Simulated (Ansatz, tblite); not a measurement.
Removing and adding an electron: Ca2O2 (the lowest singlet isomer of a short search). Total charge 0; singlet. Geometry: PBE0-D4/def2-TZVP. Ansatz, gas phase; energy differences of separate SCF runs; the oxidised species was run as a doublet alone; the reduced species was run as a doublet alone.

```tsv
atom	x (Å)	y (Å)	z (Å)
Ca1	0.271	-1.383	0.435
Ca2	-0.265	1.383	-0.440
O3	-0.952	-0.473	-0.911
O4	0.946	0.473	0.916
```

The xTB rows come from tblite. Correlated methods freeze 12 core orbitals; core or outer-core shells of Ca are correlated, in sets that lack core-valence functions. In CCSD on the charge 1 doublet the largest single amplitude is 0.26, so its Hartree–Fock determinant may place the open shell otherwise than the density functionals do. The structure comes from a short search, and lower isomers may exist.

Question: Estimate orbital energies and vertical ionisation energies and electron affinities at: GFN1-xTB; GFN2-xTB; HF/def2-TZVPP; PBE-D4/def2-TZVP; PBE-D4/def2-TZVPD; r2SCAN-D4/def2-TZVP; r2SCAN-D4/def2-TZVPD; PBE0-D4/def2-TZVP; PBE0-D4/def2-TZVPD; MP2/def2-TZVPP; CCSD/def2-TZVPP; CCSD(T)/def2-TZVPP.

Answer: 
```tsv
level	−HOMO (eV)	vertical IE (eV)	−LUMO (eV)	vertical EA (eV)	HOMO–LUMO gap (eV)	IE − EA (eV)	remarks
GFN1-xTB	8.27	11.61	6.25	3.80	2.02	7.81	–
GFN2-xTB	10.05	14.04	9.02	5.45	1.03	8.58	–
HF/def2-TZVPP	–	4.73	–	–	–	–	–
PBE-D4/def2-TZVP	3.70	6.73	1.67	–	2.03	–	–
PBE-D4/def2-TZVPD	3.72	–	1.66	0.39	2.06	–	HOMO above zero (-1 doublet)
r2SCAN-D4/def2-TZVP	3.73	6.58	1.12	–	2.61	–	–
r2SCAN-D4/def2-TZVPD	3.74	–	1.09	0.30	2.66	–	HOMO above zero (-1 doublet)
PBE0-D4/def2-TZVP	4.82	6.65	1.09	–	3.73	–	–
PBE0-D4/def2-TZVPD	4.85	–	1.08	0.29	3.77	–	HOMO above zero (-1 doublet)
MP2/def2-TZVPP	–	7.18	–	–	–	–	–
CCSD/def2-TZVPP	–	6.47	–	–	–	–	large T1 (0.021) (singlet)
CCSD(T)/def2-TZVPP	–	6.60	–	–	–	–	large T1 (0.021) (singlet)
```

Relaxing the oxidised species (PBE0-D4/def2-TZVP) changes its energy by -0.75 eV at PBE0-D4/def2-TZVP, so the adiabatic ionisation energy to this nearest minimum is 5.90 eV. At PBE-D4/def2-TZVP it is 6.05 eV.     A HOMO above zero means that the electron is unbound at that level or that self-interaction error raises the level; the energy of removing that electron tells which. Raw xTB energy differences between charge states are shifted by several eV; the methods need an empirical correction for them.
